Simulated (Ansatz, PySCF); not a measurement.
Molecule: 2,2,2-trifluoroethanol, C₂H₃F₃O, charge 0, multiplicity 1. 
Coordinates optimised at B3LYP-D3(BJ)/def2-TZVP (Ansatz, an electronic-structure program):
SMILES: FC(F)(F)CO
```xyz
9

O     -1.9900    -0.0442     0.2811
C     -0.8259     0.7250     0.4424
C      0.4169    -0.0080    -0.0350
F      0.3021    -0.3471    -1.3409
F      1.5044     0.7780     0.0857
F      0.6476    -1.1369     0.6499
H     -2.1371    -0.2001    -0.6591
H     -0.7094     0.9253     1.5067
H     -0.8661     1.6794    -0.0933
```
Charge 0, spin multiplicity 1.

Dipole moments at this geometry, in debye (magnitudes).

```csv
level,program,dipole (D)
HF/def2-TZVPD,PySCF,1.96
SVWN5/def2-TZVPD,Ansatz,1.72
PBE/def2-TZVPD,Ansatz,1.66
BLYP/def2-TZVPD,Ansatz,1.68
revPBE/def2-TZVPD,Ansatz,1.64
PBE0/def2-TZVPD,PySCF,___
BHLYP/def2-TZVPD,Ansatz,1.87
M06-2X/def2-TZVPD,PySCF,1.82
HSE06/def2-TZVPD,Ansatz,1.76
LC-wPBE/def2-TZVPD,Ansatz,1.79
wB97M-V/def2-TZVPD,Ansatz,1.77
wB97X-V/def2-TZVPD,Ansatz,1.77
CCSD(T)/aug-cc-pVDZ,Ansatz,___
```

Complete the blanks.


- PBE0/def2-TZVPD, dipole (D): 1.76
- CCSD(T)/aug-cc-pVDZ, dipole (D): 1.75
